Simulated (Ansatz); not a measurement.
Gas-phase electronic energies from Ansatz, PBE0-D4/def2-TZVP geometries. CBS: MP2 limit from def2 TZ/QZ plus the TZ coupled-cluster correction, frozen cores. This one scheme is used for every species. Functionals use def2-TZVPP. B3LYP here is the variant with VWN-RPA as its local correlation; programs differ in this. HSE06 is defined as in plane-wave codes. One conformer a species, not always the lowest.

Reaction (silylene formation by 1,1-elimination): `C[Si](S)(Cl)Cl` → `CCl` + `S[Si]Cl`

```json
{"level": "LDA (SPW92)", "ΔE (kJ/mol)": "320.4", "difference from CCSD(T)/CBS": "7.9"}
{"level": "PBE-D4", "ΔE (kJ/mol)": "295.2", "difference from CCSD(T)/CBS": "-17.3"}
{"level": "revPBE-D4", "ΔE (kJ/mol)": "293.7", "difference from CCSD(T)/CBS": "-18.8"}
{"level": "BLYP-D4", "ΔE (kJ/mol)": "277.4", "difference from CCSD(T)/CBS": "-35.1"}
{"level": "B97M-V", "ΔE (kJ/mol)": "315.6", "difference from CCSD(T)/CBS": "3.1"}
{"level": "PBE0-D4", "ΔE (kJ/mol)": "316.0", "difference from CCSD(T)/CBS": "3.5"}
{"level": "B3LYP-D4", "ΔE (kJ/mol)": "296.9", "difference from CCSD(T)/CBS": "-15.6"}
{"level": "r2SCANh-D4", "ΔE (kJ/mol)": "327.1", "difference from CCSD(T)/CBS": "14.6"}
{"level": "r2SCAN0-D4", "ΔE (kJ/mol)": "332.1", "difference from CCSD(T)/CBS": "19.6"}
{"level": "HSE06-D4", "ΔE (kJ/mol)": "315.0", "difference from CCSD(T)/CBS": "2.5"}
{"level": "BHLYP-D4", "ΔE (kJ/mol)": "318.9", "difference from CCSD(T)/CBS": "6.4"}
{"level": "CAM-B3LYP-D4", "ΔE (kJ/mol)": "310.5", "difference from CCSD(T)/CBS": "-2.0"}
{"level": "ωB97X-V", "ΔE (kJ/mol)": "321.5", "difference from CCSD(T)/CBS": "9.0"}
{"level": "ωB97M-V", "ΔE (kJ/mol)": "307.7", "difference from CCSD(T)/CBS": "-4.8"}
{"level": "B2PLYP", "ΔE (kJ/mol)": "296.4", "difference from CCSD(T)/CBS": "-16.1"}
{"level": "PBE-QIDH", "ΔE (kJ/mol)": "329.0", "difference from CCSD(T)/CBS": "16.5"}
{"level": "PBE", "ΔE (kJ/mol)": "281.3", "difference from CCSD(T)/CBS": "-31.2"}
{"level": "revPBE", "ΔE (kJ/mol)": "263.7", "difference from CCSD(T)/CBS": "-48.8"}
{"level": "BLYP", "ΔE (kJ/mol)": "249.2", "difference from CCSD(T)/CBS": "-63.3"}
{"level": "r2SCAN", "ΔE (kJ/mol)": "319.8", "difference from CCSD(T)/CBS": "7.3"}
{"level": "PBE0", "ΔE (kJ/mol)": "303.7", "difference from CCSD(T)/CBS": "-8.8"}
{"level": "r2SCANh", "ΔE (kJ/mol)": "323.1", "difference from CCSD(T)/CBS": "10.6"}
{"level": "r2SCAN0", "ΔE (kJ/mol)": "327.6", "difference from CCSD(T)/CBS": "15.1"}
{"level": "HSE06", "ΔE (kJ/mol)": "303.3", "difference from CCSD(T)/CBS": "-9.2"}
{"level": "BHLYP", "ΔE (kJ/mol)": "300.0", "difference from CCSD(T)/CBS": "-12.5"}
{"level": "CAM-B3LYP", "ΔE (kJ/mol)": "297.5", "difference from CCSD(T)/CBS": "-15.0"}
{"level": "LC-ωPBE", "ΔE (kJ/mol)": "329.7", "difference from CCSD(T)/CBS": "17.2"}
{"level": "RPA@PBE/def2-TZVPP", "ΔE (kJ/mol)": "281.7", "difference from CCSD(T)/CBS": "-30.8"}
{"level": "HF/def2-SVP", "ΔE (kJ/mol)": "298.8", "difference from CCSD(T)/CBS": "-13.7"}
{"level": "MP2/def2-SVP", "ΔE (kJ/mol)": "322.1", "difference from CCSD(T)/CBS": "9.6"}
{"level": "CCSD/def2-SVP", "ΔE (kJ/mol)": "295.4", "difference from CCSD(T)/CBS": "-17.1"}
{"level": "CCSD(T)/def2-SVP", "ΔE (kJ/mol)": "294.1", "difference from CCSD(T)/CBS": "-18.4"}
{"level": "HF/def2-TZVPP", "ΔE (kJ/mol)": "297.2", "difference from CCSD(T)/CBS": "-15.3"}
{"level": "CCSD/def2-TZVPP", "ΔE (kJ/mol)": "306.0", "difference from CCSD(T)/CBS": "-6.5"}
{"level": "CCSD(T)/def2-TZVPP", "ΔE (kJ/mol)": "306.3", "difference from CCSD(T)/CBS": "-6.2"}
{"level": "HF/def2-QZVPP", "ΔE (kJ/mol)": "297.0", "difference from CCSD(T)/CBS": "-15.5"}
{"level": "MP2/def2-QZVPP", "ΔE (kJ/mol)": "334.1", "difference from CCSD(T)/CBS": "21.6"}
{"level": "SCS-MP2/def2-QZVPP", "ΔE (kJ/mol)": "318.1", "difference from CCSD(T)/CBS": "5.6"}
{"level": "HF/CBS(def2)", "ΔE (kJ/mol)": "297.0", "difference from CCSD(T)/CBS": "-15.5"}
{"level": "MP2/CBS(def2)", "ΔE (kJ/mol)": "336.8", "difference from CCSD(T)/CBS": "24.3"}
{"level": "CCSD(T)/CBS", "ΔE (kJ/mol)": "312.5", "difference from CCSD(T)/CBS": "0"}
```

Largest T1 diagnostic among the species: 0.014.

From BLYP to BHLYP (50 % exact exchange), in def2-TZVPP and without D4, ΔE moves by +50.8 kJ/mol. Leaving LDA and LC-ωPBE aside and taking each functional with its dispersion term where it has one, the values spread over 54.7 kJ/mol, from BLYP-D4 to r2SCAN0-D4. LDA lies +39.0 kJ/mol from PBE without D4.
